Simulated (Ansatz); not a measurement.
All numbers were calculated with Ansatz.

CH4N2SSi, SMILES `NC1=N[SiH2]S1`. Charge 0, multiplicity 1. Geometry: relaxed with PBE0-D4/def2-TZVP. It is one conformer, not always the lowest.

```xyz
9

N    -1.223    0.554    1.335
C    -0.359    0.157    0.387
N     0.910    0.390    0.376
Si    1.164   -0.459   -1.111
S    -0.980   -0.802   -1.013
H    -0.874    1.120    2.089
H    -2.207    0.385    1.251
H     1.593    0.354   -2.275
H     1.976   -1.698   -1.040
```

Question: What is the dipole moment at ωB97M-V/def2-TZVPP? (An estimate is asked.)

Answer: The calculation gave: 1.83 D, with components (-1.63, 0.32, 0.78) D in this frame, pointing from negative to positive charge.

Question: And with PBE, r2SCAN, B3LYP? (Estimate.)

Answer: The calculation gave: PBE 1.94 D, r2SCAN 1.91 D, B3LYP 1.83 D.

Question: Give the Mulliken charges with ωB97M-V, r2SCAN, B3LYP in def2-TZVPP. (An estimate is asked.)

Answer: The calculation gave: 
| atom | ωB97M-V | r2SCAN | B3LYP |
| --- | --- | --- | --- |
| N1 | -0.22 | -0.30 | -0.25 |
| C2 | 0.24 | 0.33 | 0.24 |
| N3 | -0.42 | -0.48 | -0.40 |
| Si4 | 0.39 | 0.52 | 0.49 |
| S5 | -0.24 | -0.30 | -0.29 |
| H6 | 0.15 | 0.20 | 0.18 |
| H7 | 0.15 | 0.19 | 0.17 |
| H8 | -0.03 | -0.08 | -0.07 |
| H9 | -0.03 | -0.08 | -0.07 |

B3LYP here is the variant with VWN-RPA as its local correlation; programs differ in this.
